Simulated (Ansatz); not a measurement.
Geometry optimisation, DFT PBE-D3(BJ), scalar-relativistic, plane waves, PAW (Ansatz 0.2.0).

input.yaml

```yaml
crystal:
  lattice:
    - [-2.29, -3.966396, 0.0]
    - [3.435, -1.983198, 0.0]
    - [0.0, 0.0, 7.17686]
  atoms:
    - { symbol: Be, position: [0.75000007, 0.50000004, 0.0] }
    - { symbol: Be, position: [0.50000004, 0.33333336, 0.25] }
    - { symbol: Be, position: [0.75000007, 0.50000004, 0.5] }
    - { symbol: Be, position: [0.50000004, 0.33333336, 0.75] }
    - { symbol: Be, position: [0.50000003, 2.0e-08, 0.0] }
    - { symbol: Be, position: [0.25000004, 0.83333336, 0.25] }
    - { symbol: Be, position: [0.50000003, 2.0e-08, 0.5] }
    - { symbol: Be, position: [0.25000004, 0.83333336, 0.75] }
    - { symbol: Be, position: [0.25000003, 0.50000002, 0.0] }
    - { symbol: Be, position: [1.0e-08, 0.33333334, 0.25] }
    - { symbol: Be, position: [0.25000003, 0.50000002, 0.5] }
    - { symbol: Be, position: [1.0e-08, 0.33333334, 0.75] }
    - { symbol: Be, position: [0.0, 0.0, 0.0] }
    - { symbol: Be, position: [0.75000008, 0.83333338, 0.25] }
    - { symbol: Be, position: [0.0, 0.0, 0.5] }
    - { symbol: Be, position: [0.75000008, 0.83333338, 0.75] }
    - { symbol: Na, position: [0.00171736, 0.6537294, 0.62222425] }
basis:
  ecutwfc: 420.0
kpoints:
  mp_grid: { grid: [5, 6, 4] }
hamiltonian:
  xc: pbe
  dispersion: d3bj
scf:
  occupations: { method: gaussian, width: 0.15 }
  lower_state_search: "off"
relax:
  f_tol: 0.03
  max_steps: 60
  adjacent_minimum: "off"
```

Command:

```bash
$ ansatz run input.yaml --threads 2 --pin off --max-ram 5120MiB --backend cpu --events-out ev --progress --plain --runs-dir out
```

Q: Where does it end, and by what steps?

A: The forces met the threshold. The force dipped under the threshold on the way, but the program's further checks kept it going. Limits of this set-up: coarse k mesh. After 20 steps the energy has fallen by 13.504 eV; Be11 moved furthest, 1.62 Å. The start is strongly strained (largest force component 8 eV/Å), so its close contacts needn't be bonds. Parted: Be1–Na17. Joined: Be1–Be8, Be2–Be13, Be5–Be10, Be7–Be12, Be10–Be16, Be11–Be14.

```csv
step,energy less start (eV),largest force component (eV/Å),accepted
0,0.0000,8.058,yes
1,-4.1544,5.784,yes
2,-8.9166,1.734,yes
3,-10.2692,0.526,yes
4,-10.5129,0.257,yes
5,-10.5388,0.462,yes
6,-10.9131,0.780,yes
7,-11.2678,0.445,yes
8,-11.3764,0.204,yes
9,-11.4924,0.218,yes
10,-11.5158,0.361,yes
11,-11.7195,0.310,yes
12,-11.8717,0.548,yes
13,-12.1529,0.696,yes
14,-12.5502,0.739,yes
15,-12.9027,0.693,yes
16,-13.1914,0.511,yes
17,-13.4372,0.327,yes
18,-13.5006,0.136,yes
19,-13.5044,0.027,yes
20,-13.5044,0.027,yes
```

```xyz
17
Lattice="-2.2900 -3.9664 0.0000 3.4350 -1.9832 0.0000 0.0000 0.0000 7.1769" Properties=species:S:1:pos:R:3
Be -0.519 -3.062 -0.123
Be 0.414 -1.888 1.520
Be 0.751 -3.662 2.732
Be 0.051 -3.198 4.883
Be -1.843 -1.476 0.674
Be 2.539 -2.375 2.112
Be -1.853 -2.505 4.497
Be 2.671 -3.483 5.855
Be 1.228 -1.880 -0.491
Be 2.125 -0.673 1.080
Be -0.457 -1.981 3.326
Be 0.794 -0.195 5.564
Be -0.050 -0.317 0.223
Be 1.969 -5.056 1.736
Be 0.900 -0.138 3.360
Be 0.722 -4.538 6.292
Na 1.961 -1.895 4.286
```

Whether the end is a true minimum wasn't checked by a vibrational analysis.

Run time: 3.6 min on 2 threads of Arm Neoverse V1, with other jobs on the host, peak memory 0.51 GiB.
